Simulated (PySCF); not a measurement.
CHF2, SMILES F[CH]F (connectivity only; charge and spin as stated), charge +1, multiplicity 1. Atoms are numbered in the order given.

```xyz
4

F      0.0000    -1.0526     0.2208
C      0.0000     0.0000    -0.4108
F      0.0000     1.0526     0.2208
H      0.0000     0.0000    -1.5091
```
Charge +1, spin multiplicity 1.

Coordinates come from a PBE0-D3(BJ)/def2-TZVP optimisation. The multiplicity is an assumed one; other spin states were not compared. The isomer is the one that the SMILES or the coordinates give; other isomers of the formula were not compared.

Two levels are set side by side: PBE/pcSseg-2 (PySCF) and PBE0/pcSseg-2 (PySCF). GIAO shifts against CFCl3 (¹⁹F), TMS (¹H), TMS (¹³C) at the same level; non-relativistic, no solvent, atoms listed together averaged. Differences are taken from unrounded values.

```csv
quantity,PBE0
"δ(¹⁹F) of F1, F3 (ppm)",147.6
δ(¹³C) of C2 (ppm),202.7
δ(¹H) of H4 (ppm),9.63
```

Question: What does PBE give, and how far is it from PBE0? (Estimate from the structure and the level; the computed values follow.)

Answer: 
```json
[
 {"quantity": "δ(¹⁹F) of F1, F3 (ppm)", "PBE": "139.1", "PBE minus PBE0": "-8.5"},
 {"quantity": "δ(¹³C) of C2 (ppm)", "PBE": "200.3", "PBE minus PBE0": "-2.5"},
 {"quantity": "δ(¹H) of H4 (ppm)", "PBE": "9.61", "PBE minus PBE0": "-0.02"}
]
```

Rough cost on one machine, each run with all the roots and properties that it gave: PBE0 against PBE within a factor of 2.
